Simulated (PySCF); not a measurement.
C₇H₁₃N₃: full NMR table

```yaml
Formula: C7H13N3
SMILES: CCn1nncc1C(C)C
InChI: InChI=1S/C7H13N3/c1-4-10-7(6(2)3)5-8-9-10/h5-6H,4H2,1-3H3
Point_group_of_the_computed_structure: C1
Degrees_of_unsaturation: 3
Carbon_signals: 6
Proton_signals: 5
```

Atom-mapped SMILES (the numbers label the heavy atoms): `[CH3:1][CH2:2][n:3]1[n:4][n:5][cH:6][c:7]1[CH:8]([CH3:9])[CH3:10]` (H(Xn): hydrogen on atom n).

PySCF 2.14 calculation with GFN2-xTB structure and shieldings: GIAO PBE0/pcSseg-1; non-relativistic, rapidly exchanging positions averaged, isolated molecule, a single conformation.

δ = σ(ref) − σ, references computed at the same level: TMS for $^{1}$H, $^{13}$C; $^{15}$N vs NH3.

| carbon | δC, type | δH (multiplicity) | HMBC from (2–3 bonds) | span of the C tensor (ppm) |
| --- | --- | --- | --- | --- |
| C1 | 20.0, CH3 | 1.40 (t) | H(C2) | 35 |
| C2 | 44.4, CH2 | 4.44 (q) | H(C1) | 50 |
| C6 | 134.5, CH | 7.61 (s) | H(C8) | 151 |
| C7 | 149.3, C | – | H(C6), H(C2), H(C8), H(C9)/H(C10) | 162 |
| C8 | 28.1, CH | 2.84 (sept) | H(C6), H(C9)/H(C10) | 15 |
| C9/C10 | 27.2, CH3 | 1.35 (d) | H(C8), H(C9)/H(C10) | 40 |

Other nuclei:
```json
{"atoms": "N4", "nucleus": "$^{15}$N", "environment": "pyridine-type nitrogen of an azole", "δ (ppm)": "395.4", "σ (ppm)": "-127.7"}
{"atoms": "N5", "nucleus": "$^{15}$N", "environment": "pyridine-type nitrogen of an azole", "δ (ppm)": "386.9", "σ (ppm)": "-119.2"}
{"atoms": "N3", "nucleus": "$^{15}$N", "environment": "pyrrole-type ring nitrogen", "δ (ppm)": "269.0", "σ (ppm)": "-1.2"}
```

Carbon types of the structure: 1 × C, 2 × CH, 1 × CH2, 3 × CH3, which accounts for all hydrogens. δC 149.3: substituted aromatic carbon next to a ring nitrogen. δC 134.5: aromatic CH next to a ring nitrogen. δC 44.4: sp3 CH2 bonded to N; the inductive effect lowers its shielding. δC 28.1: sp3 CH on an aromatic ring; a saturated carbon with 3 carbon neighbours and no heteroatom attached. δH 4.44: hydrogen on an sp3 CH2 bonded to N; its carbon carries N, hence the downfield position.

Shifts are as computed. Against solution values, carbons near 30 ppm lie about +3 ppm off and those near 130 ppm about +5 ppm. Of 1211 compounds with measured shifts, 218 miss one by over three times the rms of a fit or turn the order of signals round; such compounds aren't used in these exercises. Experimental scales use liquid or dissolved standards, which lie at an offset from isolated NH3 (liquid NH3: subtract about 20 ppm). Unscaled 15N shifts of sp2 nitrogen come out 20 to 40 ppm too high even then. Multiplicities follow the n + 1 count of equivalent neighbours, as no J values were calculated; m marks all less simple cases, F and P coupling included.
